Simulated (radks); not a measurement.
Ionisation of the platinum ion Pt3+, [Xe] 4f14 5d7, to [Xe] 4f14 5d6 as the strength of local exchange is varied. Calculated with a radial shooting solver on a logarithmic mesh with Libxc functionals: Dirac Kohn-Sham, Slater X-alpha exchange (alpha = 2/3 is LDA exchange), no correlation, spin-unpolarised, spherical densities, finite nucleus; open shells fill j = l - 1/2 first; Fermi nuclear charge, rms radius 5.427 fm.

| alpha | E(Pt3+) (hartree) | exchange (hartree) | IE (eV) | -e of the level emptied (eV) | <r> of it (bohr) |
|---|---|---|---|---|---|
| 0.667 | -18422.5291 | -337.7070 | 43.445 | 36.651 (5d5/2) | 1.520 |
| 0.679 | -18428.6058 | -343.9006 | 43.693 | 36.885 (5d5/2) | 1.516 |
| 0.755 | -18467.1401 | -383.2232 | 45.285 | 38.389 (5d5/2) | 1.496 |
| 0.837 | -18508.8103 | -425.8370 | 47.043 | 40.052 (5d5/2) | 1.474 |
| 0.95 | -18566.3931 | -484.8784 | 49.531 | 42.415 (5d5/2) | 1.446 |
| 0.969 | -18576.0933 | -494.8419 | 49.957 | 42.820 (5d5/2) | 1.441 |
| 0.992 | -18587.8426 | -506.9167 | 50.476 | 43.313 (5d5/2) | 1.436 |

NIST Atomic Spectra Database: 43 +/- 1.7 eV (theoretical). The central value is not met in this range of alpha. Spin polarisation and multiplet splitting are left out, so open shells lie too high by an amount that depends on their filling.

Beside tabulated values, note that spin-unpolarised runs miss the spin-polarisation part of the exchange energy of open shells.
